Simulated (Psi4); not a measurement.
H4N2Sn, singlet, at a GFN2-xTB geometry (such geometries of metal compounds can be far from the true shape) (core potentials on Sn); Psi4 with PBE/def2-QZVPPD.

The Psi4 input:
```
memory 2 GB

molecule mol {
0 1
  Sn   -0.158066    0.022430    0.356511
  N     0.778212    1.392972   -0.833541
  H     0.945588    2.361093   -0.602965
  H     1.156112    1.227402   -1.754508
  N     0.027573   -1.507316   -0.983877
  H     0.461366   -1.456928   -1.893650
  H    -0.300287   -2.452663   -0.852486
}

set basis def2-qzvppd
set reference rks

energy('pbe')
print_variables()
```

What the program printed (banner, timings and long lists left out):

```
   => Loading Basis Set <=

    Name: DEF2-QZVPPD
    Role: ORBITAL
    Keyword: BASIS

    !!!  WARNING: ECP capability is in beta. Please check occupations closely.  !!!

         ---------------------------------------------------------
                                   SCF
               by Justin Turney, Rob Parrish, Andy Simmonett
                          and Daniel G. A. Smith
                              RKS Reference
         ---------------------------------------------------------

  ==> Geometry <==

    Molecular point group: c1
    Full point group: C1

    Geometry (in Angstrom), charge = 0, multiplicity = 1:

       Center              X                  Y                   Z               Mass
    ------------   -----------------  -----------------  -----------------  -----------------
         SN          -0.122601201274     0.017397539393     0.276522200710   119.902201630000
         N            0.813676798726     1.387939539393    -0.913529799290    14.003074004430
         H            0.981052798726     2.356060539393    -0.682953799290     1.007825032230
         H            1.191576798726     1.222369539393    -1.834496799290     1.007825032230
         N            0.063037798726    -1.512348460607    -1.063865799290    14.003074004430
         H            0.496830798726    -1.461960460607    -1.973638799290     1.007825032230
         H           -0.264822201274    -2.457695460607    -0.932474799290     1.007825032230

  Running in c1 symmetry.

  Rotational constants: A =      0.31088  B =      0.21239  C =      0.12618 [cm^-1]
  Rotational constants: A =   9319.99035  B =   6367.19923  C =   3782.84683 [MHz]
  Nuclear repulsion =  125.482902831409689

  Charge       = 0
  Multiplicity = 1
  Electrons    = 40
  Nalpha       = 20
  Nbeta        = 20

  ==> Algorithm <==

  SCF Algorithm Type is DF.
  DIIS enabled.
  MOM disabled.
  Fractional occupation disabled.
  Guess Type is SAD.
  Energy threshold   = 1.00e-06
  Density threshold  = 1.00e-06
  Integral threshold = 1.00e-12

  ==> Primary Basis <==

  Basis Set: DEF2-QZVPPD
    Blend: DEF2-QZVPPD
    Number of shells: 106
    Number of basis functions: 346
    Number of Cartesian functions: 421
    Spherical Harmonics?: true
    Max angular momentum: 4

  Core potential: DEF2-QZVPPD
    Number of shells: 4
    Number of ECP primitives: 18
    Number of ECP core electrons: 28
    Max angular momentum: 3

  ==> DFT Potential <==

   => LibXC <=

    Version 7.1.2
[...]
   @DF-RKS iter   6:  -326.17272772857064   -3.09119e-04   1.24477e-04 ADIIS/DIIS
   @DF-RKS iter   7:  -326.17349184262849   -7.64114e-04   1.11069e-05 DIIS
   @DF-RKS iter   8:  -326.17349423288016   -2.39025e-06   8.11040e-06 DIIS
   @DF-RKS iter   9:  -326.17349692455872   -2.69168e-06   5.56141e-06 DIIS
   @DF-RKS iter  10:  -326.17349872772922   -1.80317e-06   7.48232e-07 DIIS
   @DF-RKS iter  11:  -326.17349875742980   -2.97006e-08   1.20898e-07 DIIS
  Energy and wave function converged.

  ==> Post-Iterations <==

   Electrons on quadrature grid:
      Ntotal   =   40.0000019647 ; deviation = 1.965e-06

    Orbital Energies [Eh]
    ---------------------

    Doubly Occupied:

[...]
    Virtual:

[...]
    Final Occupation by Irrep:
              A
    DOCC [    20 ]
    NA   [    20 ]
    NB   [    20 ]

  @DF-RKS Final Energy:  -326.17349875742980

   => Energetics <=

    Nuclear Repulsion Energy =            125.4829028314096888
    One-Electron Energy =                -778.3175448122508442
    Two-Electron Energy =                 359.9057717874128457
    DFT Exchange-Correlation Energy =     -33.2446285640014736
    Empirical Dispersion Energy =           0.0000000000000000
    VV10 Nonlocal Energy =                  0.0000000000000000
    Total Energy =                       -326.1734987574297975

Computation Completed

Properties will be evaluated at   0.000000,   0.000000,   0.000000 [a0]

Properties computed using the SCF density matrix

 Multipole Moments:

 ------------------------------------------------------------------------------------
     Multipole            Electronic (a.u.)      Nuclear  (a.u.)        Total (a.u.)
 ------------------------------------------------------------------------------------

 L = 1.  Multiply by 2.5417464519 to convert [e a0] to [Debye]
 Dipole X            :        -10.9773468           11.0443417            0.0669949
 Dipole Y            :          1.5577221           -1.5672300           -0.0095080
 Dipole Z            :         24.7590090          -24.9100768           -0.1510678
 Magnitude           :                                                    0.1655301

 ------------------------------------------------------------------------------------

  Variable Map:
  ----------------------------------------------------------------------------
[...]
  Array Variable Map:
  ----------------------------------------------------------------------------
[...]
[...]
```
